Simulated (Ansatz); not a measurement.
[FeH6]4- (FeH₆⁴⁻), relaxed as a singlet with RKS PBE-D4/def2-TZVPD in Ansatz, starting from the GFN2-xTB (ALPB water) geometry. Force threshold 0.02 eV/Å.

A multiply charged anion in the gas phase is held together partly by the finite basis. The restricted singlet is unstable: a solution with broken spin symmetry lies lower. The highest occupied level of the charge -4 singlet lies above zero (up to 11.97 eV). The electron is either unbound and held by the finite basis, or the level is raised by self-interaction error. The order of the spin states hangs on the level: the quintet lies 0.99 eV below the singlet at PBE0-D4/def2-TZVPD, but 0.29 eV above it at PBE-D4/def2-TZVPD. The singlet is doubtful at PBE0-D4/def2-TZVPD (restricted singlet, unstable towards broken spin symmetry). The singlet is doubtful at PBE-D4/def2-TZVPD (restricted singlet, unstable towards broken spin symmetry).

Start:

```csv
atom,x (Å),y (Å),z (Å)
Fe1,0.000,0.000,0.000
H2,-0.604,-0.659,-0.146
H3,0.604,0.660,0.147
H4,-0.279,0.422,-0.752
H5,0.279,-0.422,0.752
H6,0.615,-0.456,-0.484
H7,-0.615,0.456,0.484
```

Estimate the energy that the relaxation releases and the steps that it takes.

3884.1 kJ/mol, in 21 steps; 37 s on 4 threads of Arm Neoverse V2 on a shared host. The force fell under the threshold at step 16, but the optimiser went on and released 0.006 eV more. No frequencies were taken in this run, so the end may be a saddle point.

Does the start keep its bonding and symmetry?

By distances, no bond broke or formed. The bond that changes most is Fe1–H3, from 0.91 to 1.48 Å (atoms count from 1). A close non-bonded pair moves further: H3–H6, from 1.28 to 2.64 Å. Point group Oh at the start, Cs at the end, both within 0.05 Å.

Predict the relaxed structure.


Cartesian coordinates in Å:
```
Fe -0.039 0.191 -0.032
H -0.739 -0.983 0.461
H 0.821 1.129 0.730
H 0.124 0.630 -1.439
H 0.879 -0.609 0.762
H 0.369 -0.972 -0.803
H -1.415 0.615 0.321
```
Bond lengths: 6 × Fe–H 1.45 to 1.48 Å.
